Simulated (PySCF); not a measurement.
Energy landscape of AlF2, doublet: symmetric bend, bond length relaxed. Scanned: F-Al-F angle. Other coordinates (Al-F bond length) were minimised at B3LYP/def2-TZVP.

Computed with CCSD(T) on UHF/cc-pVTZ, 7 core orbitals frozen in PySCF 2.14.0.

Scanned values (°): 180, 170, 160, 150, 140, 130, 120, 110, 100, 90, 80.

At which scan points does the profile have its minima and maxima, and how high do they lie?

Lower than their neighbours: 120° (0.00 kJ/mol). Higher than their neighbours: 180° (71.75 kJ/mol, end of the scan), 80° (112.11 kJ/mol, end of the scan). The whole profile spans 112.11 kJ/mol.
